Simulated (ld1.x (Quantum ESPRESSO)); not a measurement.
# Ne (Z = 10), TM: configuration errors across variants

neon (Ne), norm-conserving Troullier–Martins (Kleinman–Bylander form), made with ld1.x (Quantum ESPRESSO) 7.5 (PBE, scalar-relativistic). Core [He], reference 2s2 2p5 (charge +1). Waves: 2s (bound): rc 0.75 bohr; 2p (bound): rc 0.95 bohr. Local part: the p channel. Core correction: Bessel-smoothed model core inside 0.55 bohr.

All-electron excitation energies from the reference (eV): (1) 2s2 2p6 -22.475; (2) 2s2 2p4 43.268; (3) 2s2 2p3 110.699; (4) 2s2 2p5.5 -13.608; (5) 2s2 2p2 205.328; (6) 2s1 2p6 23.407.

3 further variants failed, have other tests or another functional or relativity, and are left out.

Errors AE − PS in meV (a dash: test not solved or not reliable):

| change | (1) | (2) | (3) | (4) | (5) | (6) | bound ghosts |
| --- | --- | --- | --- | --- | --- | --- | --- |
| base | -4.1 | -0.2 | +60 | -0.2 | +342 | +28 | none |
| all radii but the core radius scaled by about 1.04 (s 0.78, p 0.98 bohr) | -5.0 | +0.4 | +70 | -0.4 | +387 | +30 | none |
| wave 2p (bound): rc 0.95 bohr becomes 2p (bound): rc 0.72 bohr | +2.1 | +0.2 | +28 | +1.4 | +149 | +20 | none |
| core correction Bessel-smoothed model core inside 0.38 bohr | -3.5 | +1.9 | +74 | 0.0 | +393 | +27 | none |
| wave 2s (bound): rc 0.75 bohr becomes 2s (bound): rc 0.50 bohr | -4.7 | -1.8 | +51 | -0.4 | +313 | +27 | none |
| type RRKJ; local potential all-electron potential smoothed inside 0.95 bohr (lloc = -1) | +0.9 | +9.8 | +107 | +1.2 | +462 | +20 | none |

Q: Give the same row for: local potential the s channel.

A: +5.8, +15, +125, +2.7, +478, +28; bound ghosts: none.
